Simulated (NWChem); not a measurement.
Molecule: Si2NH5O2; SMILES N[SiH]1O[SiH2]O1

```xyz
10

N      0.5554    -2.1618     0.0000
Si    -0.4299    -0.7855     0.0000
O     -0.0897     0.3858     1.1902
Si     0.2031     1.5508     0.0000
O     -0.0897     0.3858    -1.1902
H      1.5674    -2.1461     0.0000
H      0.1703    -3.0971     0.0000
H     -1.8349    -1.2551     0.0000
H     -0.7767     2.6695     0.0000
H      1.5965     2.0737     0.0000
```
Atoms are numbered in this order, from 1.

Results from NWChem. Geometry: optimised at PBE0/def2-SVP. Total energies compare along this basis series because the functional is fixed.

```csv
level,basis functions,energy (Ha),highest occupied level (eV),orbital gap (eV),dipole (D)
TPSS/cc-pVDZ,103,-787.4229,-6.45,6.11,1.80
TPSS/aug-cc-pVDZ,168,-787.4554,-6.75,5.83,1.52
TPSS/cc-pVTZ,228,-787.5552,-6.67,6.05,1.67
```
